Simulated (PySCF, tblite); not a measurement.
Isomers of C5H11PS, one GFN2-xTB conformer each. Single-point energies are computed at PBE0/pcSseg-1 (PySCF, gas phase, no added dispersion term), electronic only.

Question: Rank them by PBE0/pcSseg-1 energy, lowest first (kJ/mol).
A. `[CH2:1]=[CH:2][P@:3]([CH3:4])(=[S:5])[CH2:6][CH3:7]` with C1–C2–P3–C4 128°, C2–P3–C6–C7 70°
B. `[CH2:1]=[CH:2][P:3]([CH3:4])[CH2:5][S:6][CH3:7]` with C1–C2–P3–C4 151°, C2–P3–C5–S6 -167°, P3–C5–S6–C7 -64°
C. `[CH3:1][C@@H:2]1[CH2:3][CH2:4][P@H:5](=[S:6])[CH2:7]1` with C1–C2–C3–C4 -173°, C2–C3–C4–P5 35°, C3–C4–P5–S6 118°, C4–P5–C7–C2 -18°
D. `[CH3:1][S:2][CH2:3][PH:4][CH:5]1[CH2:6][CH2:7]1` with C1–S2–C3–P4 64°, S2–C3–P4–C5 73°, C3–P4–C5–C6 -164°
E. `[CH2:1]=[CH:2][P@H:3](=[S:4])[CH:5]([CH3:6])[CH3:7]` with C1–C2–P3–S4 5°, C2–P3–C5–C6 -167°

Answer: C (0.0), A (51.4), E (91.2), B (171.3), D (195.1).

As drawn, the highest has a three-membered ring, which the lowest lacks. GFN2-xTB itself gives, in the same order: 0.0, 124.2, 122.0, 249.1, 225.1. Both levels put the same isomer lowest; measured from each level's own lowest isomer, the values differ by up to 77.8 kJ/mol (C=CP(C)CSC: 249.1 against 171.3).

Question: Which frontier levels, dipoles and rotational constants go with these structures?

Answer: 
| SMILES | HOMO (eV, PBE0/pcSseg-1) | LUMO (eV) | dipole (D) | A, B, C (MHz) |
| --- | --- | --- | --- | --- |
| C[C@@H]1CC[P@H](=S)C1 | -6.41 | 0.34 | 5.11 | 3991, 1051, 928.6 |
| C=C[P@](C)(=S)CC | -6.41 | -0.69 | 4.41 | 1679, 1552, 1433 |
| C=C[P@H](=S)C(C)C | -6.59 | -0.81 | 4.21 | 2224, 1432, 1104 |
| C=CP(C)CSC | -6.21 | -0.40 | 1.22 | 3215, 961.9, 878.0 |
| CSCPC1CC1 | -6.20 | 0.67 | 0.78 | 2958, 1083, 963.5 |

Question: What happens when harmonic zero-point energies from GFN2-xTB frequencies are added?

Answer: 
| SMILES | ZPE (kJ/mol) | electronic (kJ/mol) | with ZPE (kJ/mol) |
| --- | --- | --- | --- |
| C[C@@H]1CC[P@H](=S)C1 | 391.7 | 0.0 | 0.0 |
| C=C[P@](C)(=S)CC | 380.7 | 51.4 | 40.5 |
| C=C[P@H](=S)C(C)C | 380.7 | 91.2 | 80.1 |
| C=CP(C)CSC | 376.1 | 171.3 | 155.8 |
| CSCPC1CC1 | 379.7 | 195.1 | 183.0 |

The zero-point energies span 15.6 kJ/mol. The order is unchanged.
